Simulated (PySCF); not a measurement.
C₄H₄OSe, SMILES C=C1C[Se]C1=O.

Geometry optimised at PBE0-D3(BJ)/def2-SVP. This is a generated structure with no PubChem entry under its InChIKey; it may be hypothetical.

Two levels are set side by side: TDDFT-PBE/def2-SVPD (PySCF) and TDDFT-CAM-B3LYP/def2-SVPD (PySCF). Vertical, same geometry. The lowest singlet is HOMO−1→LUMO 100 % with PBE and HOMO−1→LUMO 94 % with the other functional; states are paired by order. Differences are taken from unrounded values.

| quantity | TDDFT-PBE |
|---|---|
| lowest singlet excitation (eV) | 3.39 |
| lowest triplet excitation (TDA) (eV) | 2.79 |
| first bright state (f over 0.05) (eV) | 4.76 |
| its oscillator strength | 0.05 |

Q: These are the TDDFT-PBE values. What does TDDFT-CAM-B3LYP give? (Estimate from the structure and the level; the computed values follow.)

A: 
| quantity | TDDFT-CAM-B3LYP | TDDFT-PBE minus TDDFT-CAM-B3LYP |
|---|---|---|
| lowest singlet excitation (eV) | 3.87 | -0.48 |
| lowest triplet excitation (TDA) (eV) | 3.48 | -0.69 |
| first bright state (f over 0.05) (eV) | 5.68 | -0.91 |
| its oscillator strength | 0.13 | -0.08 |

Functionals without exact exchange tend to place singlet excitations lower, as here. Differences between two approximate levels are no errors against the true value.

Rough cost on one machine, each run with all the roots and properties that it gave: TDDFT-CAM-B3LYP against TDDFT-PBE about 6 times.
